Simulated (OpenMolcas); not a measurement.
An atom or ion with 20 electrons was computed by SS-CASPT2, IPEA 0.25 Eh, imaginary shift 0.1 Eh with spin-orbit coupling (OpenMolcas, ANO-RCC-VTZP, DKH2). The lowest levels that the run gave, each within 12 % of the measured value where one is at hand:

```json
{"J": "2", "Parity": "even", "E (eV)": "0.0000", "g": "0.666"}
{"J": "3", "Parity": "even", "E (eV)": "0.0634", "g": "1.084"}
{"J": "4", "Parity": "even", "E (eV)": "0.1441", "g": "1.251"}
{"J": "2", "Parity": "even", "E (eV)": "1.643", "g": "1.008"}
{"J": "0", "Parity": "even", "E (eV)": "2.020", "g": ""}
{"J": "1", "Parity": "even", "E (eV)": "2.042", "g": "1.501"}
{"J": "2", "Parity": "even", "E (eV)": "2.089", "g": "1.493"}
{"J": "4", "Parity": "even", "E (eV)": "2.816", "g": "1.000"}
{"J": "0", "Parity": "even", "E (eV)": "6.528", "g": ""}
```

Problem. Which ion is it, and what are the configurations and terms?

Solution. Cr4+ (Z = 24, charge +4; active space 2 electrons in 10 orbitals (3d 4d)). J, parity and g give the terms where levels are pure, and mixed ones are named by the computed weights; the size of the splittings, set against known spectra of the 20-electron sequence, gives the charge. In order, with the measured energies in eV (Sugar and Corliss, J. Phys. Chem. Ref. Data 6, 317 (1977)): 3d² ³F₂, 3d² ³F₃ (0.0630), 3d² ³F₄ (0.1416), 3d² ¹D₂ (1.6351), 3d² ³P₀ (1.9207), 3d² ³P₁ (1.9437), 3d² ³P₂ (1.9888), 3d² ¹G₄ (2.7300), 3d² ¹S₀ (6.3413).

CASPT2 breaks the degeneracy within a term, and the mean is taken; among the terms shown or strongly mixed into the levels shown the widest spread is 770 cm-1 (3d² ¹G). Active for correlation alone: 4d; no level in the range computed is led by a configuration that fills it, so any true level of that kind is missing. Computed and measured levels are paired by configuration, term and J; levels that our copy of the source lacks, or whose pairing is in doubt (as where it misses far off the trend of its configuration), stay unpaired and out of the deviations. Levels of configurations outside the active space are missing.
